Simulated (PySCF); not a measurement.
Species: C2H12NPSi2 (charge +1 and doublet state).
Geometry (PBE0-D3(BJ)/def2-SVP, Å), atoms numbered from 1 in this order:
```
atom  x, y, z in Å
C1    -1.1203   -1.1543   -0.7012
N2    -1.0484    0.1961   -0.2038
C3    -1.6549    0.4316    1.0846
Si4   -0.1022    1.4595   -1.0285
P5     1.9188    1.3536   -0.0297
Si6    2.4507   -0.8571    0.1810
H7    -0.6752   -1.8640    0.0191
H8    -2.1810   -1.4395   -0.8251
H9    -0.6156   -1.2493   -1.6711
H10   -1.2189   -0.2332    1.8505
H11   -2.7341    0.2027    1.0264
H12   -1.5334    1.4773    1.3959
H13   -0.7265    2.7699   -0.7323
H14    0.0306    1.0661   -2.4496
H15    1.5443    1.6738    1.3071
H16    1.4758   -1.5129    1.1019
H17    2.3497   -1.4180   -1.1938
H18    3.8320   -0.8958    0.7236
```

The hyperfine couplings belong to this conformer and change with its torsions.

Identity: `C[N+](C)[SiH2]P[SiH3]` [radical] (charge +1).

The calculation used UKS B3LYP, IGLO-III on C N P Si, pcH-1 on H, non-relativistic, mean-field spin-orbit, GIAO (PySCF 2.14.0). Isolated species at its PBE0-D3(BJ)/def2-SVP geometry (one conformer only). No stability test was run, so a lower SCF solution isn't excluded.

Problem. The isotropic 29Si couplings are +39.5, +4.1 MHz. Assign them to Si4; Si6.

Solution. 
```json
{"site": "Si4", "a_iso (MHz)": "+39.5", "ρ(0) (bohr⁻³)": "-0.0446", "position": "1 bond from N2", "distance from N2 (Å)": "1.78", "spin population": "-0.06", "largest |T| (MHz)": "3.2"}
{"site": "Si6", "a_iso (MHz)": "+4.1", "ρ(0) (bohr⁻³)": "-0.0047", "position": "1 bond from P5", "distance from N2 (Å)": "3.67", "spin population": "-0.01", "largest |T| (MHz)": "2.8"}
```

Problem. Match the computed a_iso(1H) values +60.2, +53.7, +15.7, +11.5, -6.0 MHz (means over equivalent nuclei) with the sites H7/H8/H9; H10/H11/H12; H13/H14; H15; H16/H17/H18.

Solution. 
```json
{"site": "H7/H8/H9", "a_iso (MHz)": "+60.2", "ρ(0) (bohr⁻³)": "+0.0135", "position": "2 bonds from N2", "distance from N2 (Å)": "2.10", "bound to": "C1", "spin population there": "-0.04", "largest |T| (MHz)": "6.6"}
{"site": "H10/H11/H12", "a_iso (MHz)": "+53.7", "ρ(0) (bohr⁻³)": "+0.0120", "position": "2 bonds from N2", "distance from N2 (Å)": "2.10", "bound to": "C3", "spin population there": "-0.04", "largest |T| (MHz)": "6.4"}
{"site": "H13/H14", "a_iso (MHz)": "+15.7", "ρ(0) (bohr⁻³)": "+0.0035", "position": "2 bonds from N2", "distance from N2 (Å)": "2.64", "bound to": "Si4", "spin population there": "-0.06", "largest |T| (MHz)": "3.2"}
{"site": "H15", "a_iso (MHz)": "-6.0", "ρ(0) (bohr⁻³)": "-0.0014", "position": "1 bond from P5", "distance from N2 (Å)": "3.34", "bound to": "P5", "spin population there": "+0.41", "largest |T| (MHz)": "7.5"}
{"site": "H16/H17/H18", "a_iso (MHz)": "+11.5", "ρ(0) (bohr⁻³)": "+0.0026", "position": "2 bonds from P5", "distance from N2 (Å)": "4.10", "bound to": "Si6", "spin population there": "-0.01", "largest |T| (MHz)": "2.1"}
```

ρ(0) is the spin density at the nucleus and T the dipolar tensor; a_iso includes a spin–orbit part; entries for several nuclei are means. The Mulliken spin populations are largest on N2 (+0.57) and P5 (+0.41). The angles at N2 add up to 359.6°, so it is planar. Main spin sites, with 60 % or more of the largest population: N2, P5; positions count bonds from the nearest.

β density exceeds α density at some nuclei, such as Si4 (-0.0446), C1 (-0.0175) and C3 (-0.0170), spin density in bohr⁻³. In a single determinant that takes different orbitals for the two spins, that is spin polarisation.

Nuclei that the bonding pattern makes equivalent are averaged, as if the motion that swaps them (rotation, inversion, ring flip) were fast. C1 and C3, with what hangs on them, aren't averaged: N2 is flat or nearly so (angle sum 360°), and its turn about the short N2–Si4 bond (1.78 Å) is taken as slow. The three 1H nuclei of mean +60.2 MHz run from 0.9 to 103.5 MHz in the frozen geometry. The three 1H nuclei of mean +53.7 MHz run from 0.7 to 89.9 MHz in the frozen geometry. The 1H value of +15.7 MHz is a mean of couplings from 10.9 to 20.4 MHz in this one geometry, not an average over conformers.

N2, the radical centre as drawn in `C[N+](C)[SiH2]P[SiH3]`, holds a spin population of +0.57 out of 1.
